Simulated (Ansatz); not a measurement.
Reaction (ligand exchange at a B–C bond): `CBC` + H₂Te → `CB[TeH]` + CH₄

Gas-phase electronic energies from Ansatz, PBE0-D4/def2-TZVP geometries. CCSD(T)/CBS is the MP2 limit (def2-TZVPP, def2-QZVPP) plus CCSD(T) − MP2 in def2-TZVPP, frozen cores. This one scheme is used for every species. Functionals use def2-TZVPP. Elements past krypton have def2 core potentials. For Te outer-core shells are correlated without core-valence functions, which leaves a few kJ/mol of doubt a bond.

`CBC`:

```xyz
10

C    -0.506   -0.933    0.884
B     0.021   -0.342   -0.457
C     0.495    1.133   -0.617
H     0.327   -1.529    1.291
H    -1.328   -1.643    0.758
H    -0.767   -0.194    1.646
H     0.062   -1.062   -1.421
H     1.344    1.252   -1.295
H     0.691    1.660    0.320
H    -0.340    1.658   -1.108
```

H₂Te:

```xyz
3

Te    0.120    0.339   -0.689
H    -0.785    0.705    0.648
H     0.665   -1.044    0.041
```

`CB[TeH]`:

Cartesian coordinates in Å:
```
C -0.926 -0.043 0.242
B 0.591 -0.276 0.487
Te 2.149 0.240 -0.855
H -1.452 -1.004 0.304
H -1.336 0.560 1.062
H -1.185 0.434 -0.704
H 0.995 -0.786 1.492
H 1.163 0.876 -2.029
```

CH₄:

Z-matrix (Å, degrees):
```
C
H 1 1.090
H 1 1.090 2 109.5
H 1 1.090 2 109.5 3 -120.0
H 1 1.090 2 109.5 3 120.0
```

```json
{"level": "B97M-V", "ΔE (kJ/mol)": "-70.9"}
{"level": "ωB97M-V", "ΔE (kJ/mol)": "-68.9"}
{"level": "PBE", "ΔE (kJ/mol)": "-78.5"}
{"level": "CAM-B3LYP", "ΔE (kJ/mol)": "-65.0"}
```

**Question.** What does CCSD(T)/CBS give? (An estimate is asked.)

**Answer.** The calculation gave: -81.0 kJ/mol. The listed levels differ from it by 10.1, 12.1, 2.5, 16.0 kJ/mol.

Largest T1 diagnostic among the species: 0.013.

In def2-TZVPP, CCSD(T) changes the Hartree–Fock value by −16.6 kJ/mol (the triples alone add −4.8 kJ/mol) and MP2 by −23.8 kJ/mol. From PBE to PBE0 (25 % exact exchange), in def2-TZVPP and without D4, ΔE moves by +3.5 kJ/mol.
